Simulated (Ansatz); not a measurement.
## Counterpoise correction, worked out

The pair of K⁺ (SMILES [K+], atom 1) and AlCl3 (SMILES Cl[Al](Cl)Cl, atoms 2–5), both closed shells, in one local arrangement (a lower one may exist), relaxed at PBE0-D4/def2-TZVP:

```xyz
5
angstrom
K -0.3793 -0.2960 -3.0505
Cl -1.6497 -0.5928 -0.0744
Al 0.1055 0.0822 0.8488
Cl 0.3550 0.2800 2.8596
Cl 1.5685 0.5264 -0.5835
```

Program: Ansatz 0.2.0. Basis: def2-TZVPPD. Cores are frozen in the correlated methods. The outer core shell of Li, Na, Mg and K is correlated. The def2 sets are not built for correlating such inner shells, so the correlated values are less sure here.

CCSD(T) total energies in eV:

| system | geometry | basis functions | energy |
| --- | --- | --- | --- |
| pair | pair | all | -60425.31902 |
| K⁺ | as in the pair | all (partner as ghosts) | -16304.27265 |
| AlCl3 | as in the pair | all (partner as ghosts) | -44120.56397 |
| K⁺ | as in the pair | its own | -16304.24723 |
| AlCl3 | as in the pair | its own | -44120.54784 |
| K⁺ | free (PBE0-D4 minimum) | its own | -16304.24723 |
| AlCl3 | free (PBE0-D4 minimum) | its own | -44120.60894 |

Work out the interaction energy with and without the counterpoise correction, the superposition error, and the binding energy from the relaxed fragments.

Without correction: -60425.31902 − (-16304.24723) − (-44120.54784) = -0.52395 eV.
With correction (each fragment in the whole basis): -60425.31902 − (-16304.27265) − (-44120.56397) = -0.48240 eV = -11.12 kcal/mol.
The superposition error is the difference, 0.04155 eV, 8 % of the uncorrected value: each fragment borrows its partner's functions.
Deformation from the free shapes: 0.00000 eV for K⁺ and 0.06110 eV for AlCl3.
Binding energy from relaxed fragments: -0.48240 + 0.00000 + 0.06110 = -0.42130 eV = -9.72 kcal/mol (electronic, without zero-point energy; negative means bound). For comparison, the corrected interaction energy by CCSD(T) at an estimated basis limit (MP2 extrapolated from triple and quadruple zeta, plus CCSD(T) − MP2 in triple zeta) is -0.541 eV; triple zeta with the correction binds less.

T1 diagnostic: at most 0.010.

For scale, one of the runs: CCSD(T)/def2-TZVPPD, 237 basis functions, launched by `ansatz run in.yaml --threads 4 --pin off --events-out ev --progress --plain --max-ram 9574MiB`. The run took 120 s on 4 CPU threads of an Arm Neoverse V1 (shared host), with 3.8 GiB of host memory at its peak.
